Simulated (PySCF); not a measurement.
C₃H₇FSi₂, SMILES F[SiH2]C#C[SiH2]C. Atoms are numbered in the order given.

```xyz
13

Si     0.3735    -2.4769     0.0000
F     -1.1803    -2.9605     0.0000
C      0.4325    -0.6512     0.0000
C      0.4903     0.5727     0.0000
Si     0.5288     2.4190     0.0000
C     -1.2274     3.0877     0.0000
H      1.0182    -3.0032     1.2280
H      1.0182    -3.0032    -1.2280
H      1.2739     2.8641     1.2116
H      1.2739     2.8641    -1.2116
H     -1.7735     2.7443     0.8922
H     -1.2190     4.1895     0.0000
H     -1.7735     2.7443    -0.8922
```

Geometry optimised at B3LYP-D3(BJ)/def2-SVP. The structure was generated by enumeration, and PubChem lists no compound with its InChIKey, so it may never have been made.

Two levels are set side by side: PBE/pcSseg-1 (PySCF) and PBE0/pcSseg-1 (PySCF). GIAO shifts against CFCl3 (¹⁹F), TMS (²⁹Si), TMS (¹H), TMS (¹³C) at the same level; non-relativistic, no solvent, atoms listed together averaged. Differences are taken from unrounded values.

| quantity | PBE0 |
|---|---|
| δ(²⁹Si) of Si1 (ppm) | -31.2 |
| δ(¹⁹F) of F2 (ppm) | -219.8 |
| δ(¹³C) of C3 (ppm) | 116.9 |
| δ(¹³C) of C4 (ppm) | 123.4 |
| δ(²⁹Si) of Si5 (ppm) | -64.7 |
| δ(¹³C) of C6 (ppm) | -3.8 |
| δ(¹H) of H7, H8 (ppm) | 5.30 |
| δ(¹H) of H9, H10 (ppm) | 4.60 |

Problem. What does PBE give, and how far is it from PBE0? (The exact figures need the calculation; the answer reports its results.)

Solution. 
```json
[
 {"quantity": "δ(²⁹Si) of Si1 (ppm)", "PBE": "-32.4", "PBE minus PBE0": "-1.1"},
 {"quantity": "δ(¹⁹F) of F2 (ppm)", "PBE": "-242.0", "PBE minus PBE0": "-22.2"},
 {"quantity": "δ(¹³C) of C3 (ppm)", "PBE": "115.3", "PBE minus PBE0": "-1.6"},
 {"quantity": "δ(¹³C) of C4 (ppm)", "PBE": "120.5", "PBE minus PBE0": "-2.9"},
 {"quantity": "δ(²⁹Si) of Si5 (ppm)", "PBE": "-69.0", "PBE minus PBE0": "-4.3"},
 {"quantity": "δ(¹³C) of C6 (ppm)", "PBE": "-3.9", "PBE minus PBE0": "-0.1"},
 {"quantity": "δ(¹H) of H7, H8 (ppm)", "PBE": "5.53", "PBE minus PBE0": "0.23"},
 {"quantity": "δ(¹H) of H9, H10 (ppm)", "PBE": "4.71", "PBE minus PBE0": "0.12"}
]
```

Rough cost on one machine, each run with all the roots and properties that it gave: PBE0 against PBE within a factor of 2.
